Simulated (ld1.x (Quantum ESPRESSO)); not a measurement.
What one change does to a pseudopotential (zinc, TM)

```json
{"Element": "zinc (Zn)", "Generator": "ld1.x (Quantum ESPRESSO) 7.5", "Type": "norm-conserving Troullier–Martins (Kleinman–Bylander form)", "Functional": "PBE", "Relativity": "scalar-relativistic", "Frozen core": "[Ne] 3s2", "Valence charge": "18", "Reference configuration": "3p6 3d10 4s2 4p0", "Partial waves": "3p (bound): rc 1.00 bohr; 3d (bound): rc 1.45 bohr; 4s (bound): rc 1.85 bohr", "Local potential": "the s channel", "Core correction": "none"}
```

All-electron outer shells of the reference configuration (PBE, scalar-relativistic, ld1.x):

| shell | level (eV) | outermost node (bohr) | outermost maximum (bohr) |
| --- | --- | --- | --- |
| 2p | -1004.03 | – | 0.15 |
| 3s | -129.23 | 0.28 | 0.59 |
| 3p | -83.40 | 0.25 | 0.59 |
| 3d | -10.14 | – | 0.57 |
| 4s | -5.98 | 0.85 | 2.09 |
| 4p | -1.12 | 0.92 | 3.08 |

Change: wave 4s (bound): rc 1.85 bohr becomes 4s (bound): rc 2.58 bohr.

Cutoffs: the cutoffs (Ry, on a coarse ladder) from which the occupation-weighted sum of valence levels, in a spherical-Bessel basis at the reference potential, stays within 10 and 1 mRy of its value at 400 Ry; they do not see the model core or the augmentation charge, which bear on the density cutoff. Errors are all-electron minus pseudo energies relative to the spin-unpolarised reference configuration.

**Question.** What does the change do?

**Answer.** The potential gets neither clearly harder nor softer (160 Ry and 230 Ry → 160 Ry and 260 Ry); the d channel sets the loose cutoff, while the largest relative change is in s, which becomes softer; of the 7 tests that both files solve, the error grows in 2 and shrinks in 2 by more than 15 % and 0.3 meV (median size 652.1 → 618.9 meV); neither file shows a bound ghost at the reference potential, the only one tested.

| quantity | base | changed |
| --- | --- | --- |
| cutoff, loose | 160 Ry | 160 Ry |
| cutoff, tight | 230 Ry | 260 Ry |
| loose cutoff by channel (10 mRy a level) | p 90 Ry, d 120 Ry, s 10 Ry | p 90 Ry, d 120 Ry, s 8 Ry |
| bound ghosts | none | none |
| error for 3p6 3d10 4s1 4p0, meV [ΔE 9.89 eV] | -4.0 | -0.7 |
| error for 3p6 3d10 4s0 4p0, meV [ΔE 28.33 eV] | -22 | -36 |
| error for 3p6 3d9 4s0 4p0, meV [ΔE 68.86 eV] | -214 | -476 |
| error for 3p5 3d10 4s2 4p0, meV [ΔE 92.03 eV] | -759 | -619 |
| error for 3p6 3d9 4s2 4p1, meV [ΔE 12.24 eV] | -1184 | -1137 |
| error for 3p6 3d10 4s0 4p2, meV [ΔE 10.56 eV] | -1671 | -1741 |
| error for 3p6 3d10 4s1 4p1, meV [ΔE 5.09 eV] | -652 | -666 |

Base: These tests converged, but a pseudo level misses the all-electron one widely, so the file describes the atom poorly there or has found another state: 3p6 3d9 4s0 4p0: empty 4p by 3.2 eV. Changed file: These tests converged, but a pseudo level misses the all-electron one widely, so the file describes the atom poorly there or has found another state: 3p6 3d9 4s0 4p0: empty 4p by 3.4 eV (a node warning on the way).
